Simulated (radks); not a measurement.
Effect of the nuclear size on the chlorine ion Cl3+, [Ne] 3s2 3p2. Method: Dirac Kohn-Sham, BLYP, spin-unpolarised, spherical densities, finite nucleus; open shells are shared between the two j in proportion to 2j + 1; Fermi nuclear charge, rms radius 3.3654 fm; computed with a radial shooting solver on a logarithmic mesh with Libxc functionals. The rms radius is varied about that value; shifts are against it.

rms radius (fm)  total energy shift (eV)  density at nucleus (e/bohr^3)  1s1/2 shift (meV)  2s1/2 shift (meV)
2.8673                          -0.00386                           3614              -1.62             -0.117
3.2173                          -0.00121                           3606             -0.507             -0.037
3.3654                                 0                           3603              0.000              0.000
3.6178                           0.00219                           3598              0.916              0.066
3.8938                           0.00475                           3593               1.99              0.144

Slopes of the eigenvalues against <r^2> in GHz/fm^2, as finite differences over the two radii next to the reference (eigenvalue slopes, not the field-shift constants of lines): 1s1/2 126, 2s1/2 9.09.
